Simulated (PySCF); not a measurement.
**Electron correlation in Ne⁺ (neon, charge +1)**

[He] 2s2 2p5, 2P determinant. Calculation: PySCF 2.14, in aug-cc-pVDZ (4s3p2d, 23 functions); no relativity, point nucleus. Frozen: 1s2; 7 electrons correlated.

MP2 pair energies summed by pair of shells (mhartree):

| pair | energy | share (%) |
| --- | --- | --- |
| 2p-2p | -92.65 | 65.2 |
| 2s-2p | -42.01 | 29.6 |
| 2s-2s | -7.49 | 5.3 |

Total MP2 correlation energy: -142.14 mhartree.

Same-spin part -35.62 and opposite-spin part -106.52 mhartree; SCS-MP2 scales them by 1/3 and 6/5 to -139.70 mhartree.

```
  level  correlation energy (mhartree)
   CCSD                        -153.55
    (T)                          -1.65
CCSD(T)                        -155.20
```

Diagnostics: T1 = 0.0053, D1 = 0.0085, largest double amplitude 0.031.

Cost of the coupled-cluster step: 0.16 s of wall time on 1 thread of Neoverse-V2 (shared host), for 7 correlated electrons.
